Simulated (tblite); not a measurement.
C4H9O (SMILES CCC[CH]O), doublet, geometry from GFN2-xTB; GFN1-xTB run with tblite.

tblite was given this input:
```
$ tblite run mol.xyz --method gfn1 --charge 0 --spin 1 --guess eeq --json tblite.json --no-restart

# file mol.xyz
14

C      2.39287864    -0.22825278    -0.04182520
C      0.94472545    -0.38108691    -0.48518080
C      0.02179908     0.62178197     0.24243653
C     -1.39310057     0.50801669    -0.17086519
O     -2.15903748    -0.41259035     0.50925971
H      3.02825774    -0.94199644    -0.56186957
H      2.75476879     0.77485085    -0.25788138
H      2.48460822    -0.40246123     1.02792542
H      0.59718513    -1.39334774    -0.27242075
H      0.86967313    -0.21746926    -1.56246987
H      0.08492459     0.43710470     1.31592344
H      0.38065397     1.63339610     0.03535177
H     -1.69534850     0.76633321    -1.17424414
H     -3.03023866    -0.47844112     0.10821545
```

The log (banner, timings and long lists left out):

```
xTB calculator
 | screened Coulomb repulsion
 | Coulomb electrostatics
 |  * isotropic Klopman-Ohno-Mataga-Nishimoto electrostatics
 |  * onsite third-order electrostatics
 | DFT-D3(BJ) dispersion correction

halogen bonding energy    0.0000000000000E+00 Eh
repulsion energy          2.0473919225882E-01 Eh
dispersion energy        -4.1273762907958E-03 Eh
number of electrons       3.1000000000000E+01 e
integral cutoff           1.9731147476801E+01 bohr

------------------------------------------------------------
  cycle        total energy    energy error   density error
------------------------------------------------------------
      1     -17.92080765722  -1.8121419E+01   5.4249692E-01
      2     -17.93933834875  -1.8530692E-02   3.2818033E-01
      3     -17.94011461833  -7.7626958E-04   3.0453437E-02
      4     -17.94079973208  -6.8511375E-04   3.4951077E-03
      5     -17.94081369831  -1.3966233E-05   8.2058927E-04
      6     -17.94081423586  -5.3754831E-07   1.9806118E-04
      7     -17.94081428640  -5.0539342E-08   3.4184903E-05
      8     -17.94081428780  -1.4009700E-09   6.6356765E-06
------------------------------------------------------------

electronic energy        -1.8141426103769E+01 Eh
total energy             -1.7940814287801E+01 Eh

Post processing:
 | Mayer-Wiberg bond orders

[Info] JSON dump of results written to 'tblite.json'
```
